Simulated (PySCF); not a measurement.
In(Cl)(Me)(vinyl) (C3H6ClIn), SMILES C=[CH][In]([CH3])[Cl].

The structure is a stationary point at B3LYP-D3(BJ)/def2-SVP. The structure was generated by enumeration; whether it is a known compound was not checked. The def2 effective core potentials stand for the cores of In; spin–orbit coupling is left out. Other conformers were not sampled.

The numbers are results of PySCF with TDDFT-PBE/def2-SVPD, not measurements.

Vertical excitations. Isolated molecule, no solvent. State labels are in the subgroup Cs.

### Question
List the lowest excited states. (An estimate is asked for; the answer gives what the named calculation found.)

### Answer

```
state  symmetry  energy (eV)  λ (nm)      f                          main pairs
-----  --------  -----------  ------  -----  ----------------------------------
S1           A"         4.08     304  0.000                      HOMO→LUMO 99 %
S2           A'         4.78     259  0.037                    HOMO−1→LUMO 90 %
S3           A"         4.86     255  0.000                    HOMO−2→LUMO 97 %
S4           A"         5.08     244  0.002                    HOMO−4→LUMO 97 %
S5           A'         5.18     239  0.068                    HOMO→LUMO+1 80 %
S6           A"         5.43     229  0.007                  HOMO−1→LUMO+1 98 %
S7           A'         5.44     228  0.070                    HOMO−3→LUMO 71 %
S8           A"         5.68     218  0.004                    HOMO→LUMO+2 87 %
S9           A"         5.78     215  0.016                  HOMO−3→LUMO+1 88 %
S10          A'         5.99     207  0.199                  HOMO−2→LUMO+1 71 %
T1           A"         3.91     317      0                      HOMO→LUMO 99 %
T2           A'         4.09     303      0  HOMO−3→LUMO 53 %, HOMO−1→LUMO 37 %
T3           A'         4.49     276      0  HOMO−1→LUMO 61 %, HOMO−3→LUMO 36 %
T4           A'         4.57     271      0                    HOMO→LUMO+1 94 %
```
Triplets are in the Tamm–Dancoff approximation, which puts them higher than full response would, so one can lie above its singlet here.
